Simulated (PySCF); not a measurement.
Cartesian coordinates in Å; atom numbers follow the order of the lines, from 1:
```xyz
34

C     4.9026   -1.0773   -1.6327
C     4.3128   -0.8274   -0.2549
C     3.8475    0.6072   -0.0546
C     3.2180    0.8831    1.3018
S     1.7391   -0.1307    1.6916
Si    0.3525    0.5754    0.2190
C     0.4226    2.4393    0.0360
S    -1.5170   -0.1208    0.9896
C    -2.5434    0.0031   -0.5310
C    -3.7802   -0.8729   -0.4164
C    -4.7327   -0.4779    0.7038
C    -5.9618   -1.3686    0.7783
H     5.2310   -2.1215   -1.7472
H     5.7756   -0.4321   -1.8238
H     4.1635   -0.8749   -2.4248
H     3.4583   -1.5018   -0.0797
H     5.0560   -1.0756    0.5237
H     4.7026    1.2970   -0.1771
H     3.1342    0.8757   -0.8560
H     2.9597    1.9469    1.4125
H     3.9244    0.6412    2.1118
H     0.5544   -0.0510   -1.1284
H     1.3766    2.7760   -0.3991
H    -0.3877    2.7747   -0.6305
H     0.2871    2.9213    1.0159
H    -1.9347   -0.3089   -1.3936
H    -2.8301    1.0567   -0.6806
H    -4.3130   -0.8296   -1.3836
H    -3.4646   -1.9224   -0.2835
H    -4.1925   -0.5068    1.6655
H    -5.0385    0.5742    0.5633
H    -6.5388   -1.3374   -0.1602
H    -6.6349   -1.0619    1.5930
H    -5.6817   -2.4192    0.9571
```

Geometry: PBE0-D3(BJ)/def2-SVP; GIAO shifts from PySCF 2.14.0 with density-fitted response routines, gas phase, non-relativistic, averaged over equivalent atoms.

At PBE0/pcSseg-1 (335 basis functions):
| atoms | δ (ppm) |
| --- | --- |
| C3/C10 | 35.8 |
| C4/C9 | 34.2 |
| C2/C11 | 23.4 |
| C1/C12 | 16.0 |
| C7 | 1.6 |
| S5/S8 | -150.7 |
| Si6 | 21.4 |
| H22 | 5.41 |
| H20/H26 | 2.54 |
| H21/H27 | 2.36 |
| H16/H30 | 1.98 |
| H18/H28 | 1.43 |
| H19/H29 | 1.13 |
| H13/H14/H15/H32/H33/H34 | 0.98 |
| H17/H31 | 0.89 |
| H23/H24/H25 | 0.47 |

References, each an isolated molecule treated in the same way: TMS for 13C (σref 184.41) and 29Si (σref 351.99) and 1H (σref 31.27); CS2 for 33S (σref 495.66).

Predict the values at B97-2/pcSseg-1 on the same geometry.

## Answers


```
                  atoms  δ at B97-2/pcSseg-1  change
                 C3/C10                 35.7    -0.1
                  C4/C9                 34.6    +0.4
                 C2/C11                 23.8    +0.4
                 C1/C12                 16.5    +0.5
                     C7                  1.7    +0.1
                  S5/S8               -144.7    +6.0
                    Si6                 20.9    -0.5
                    H22                 5.30   -0.11
                H20/H26                 2.55   +0.01
                H21/H27                 2.36   +0.00
                H16/H30                 1.98   +0.00
                H18/H28                 1.44   +0.01
                H19/H29                 1.14   +0.01
H13/H14/H15/H32/H33/H34                 0.99   +0.01
                H17/H31                 0.91   +0.02
            H23/H24/H25                 0.47   +0.00
```

Shifts are taken against calculated references (same method and geometry level): 13C (σ = 183.69 ppm) and 29Si (σ = 357.41 ppm) and 1H (σ = 31.38 ppm) vs TMS; CS2 for 33S (σ = 499.83 ppm).

The largest change is at S5/S8 (sulfur bonded to C, Si). Cost: 335 basis functions. The order of the carbon signals is the same at both levels.
